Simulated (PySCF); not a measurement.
# Relaxation of doublet SnSe₂⁻

Level of theory: PySCF, UB3LYP, basis Sn def2-SVPD with ECP28, Se def2-SVPD (scalar-relativistic core potentials, no spin–orbit coupling, density fitting). A (50,194) grid was used.

A start displaced from a saddle point along its imaginary mode, of C2v symmetry, held to at least that symmetry:

Coordinates in bohr (charge -1 multiplicity 2):
```
Sn    0.0828    0.4651    0.0000
Se   -0.0621   -0.3489    4.7822
Se   -0.0621   -0.3489   -4.7822
```

At each step, columns x, y, z (Å) and Fx, Fy, Fz (eV/Å):

```
step 0  E − E(last) = 31.40 kJ/mol
Sn   0.044   0.246   0.000   0.060   0.357   0.003
Se  -0.033  -0.185   2.531  -0.030  -0.178  -0.645
Se  -0.033  -0.185  -2.531  -0.030  -0.179   0.642
step 1  E − E(last) = 17.17 kJ/mol
Sn   0.066   0.372   0.000   0.046   0.277   0.000
Se  -0.044  -0.247   2.460  -0.023  -0.139  -0.536
Se  -0.044  -0.247  -2.460  -0.023  -0.139   0.536
step 2  E − E(last) = 1.45 kJ/mol
Sn   0.109   0.614   0.000  -0.032  -0.142   0.002
Se  -0.066  -0.368   2.305   0.016   0.072  -0.323
Se  -0.066  -0.368  -2.305   0.016   0.070   0.321
step 3  E − E(last) = 0.02 kJ/mol
Sn   0.115   0.644   0.000   0.001   0.033   0.000
Se  -0.068  -0.383   2.250  -0.001  -0.017   0.011
Se  -0.068  -0.383  -2.250  -0.001  -0.017  -0.011
step 4  E − E(last) = 0.00 kJ/mol
Sn   0.116   0.655   0.000  -0.006  -0.013   0.000
Se  -0.069  -0.389   2.245   0.003   0.007  -0.007
Se  -0.069  -0.389  -2.245   0.003   0.007   0.007
step 5  E − E(last) = 0.00 kJ/mol
Sn   0.116   0.652   0.000  -0.004   0.001  -0.002
Se  -0.069  -0.387   2.246   0.002  -0.001   0.001
Se  -0.069  -0.387  -2.246   0.002   0.000   0.001
```

It ends at C2v with Sn–Se 2.482 Å (×2); Se–Sn–Se 129.7°. The frequency run here used a shortcut that can spoil soft modes, so no verdict on minimum or saddle point is given. Other isomers or separated fragments may lie lower.

Spin–orbit coupling, left out here, can matter for elements this heavy.
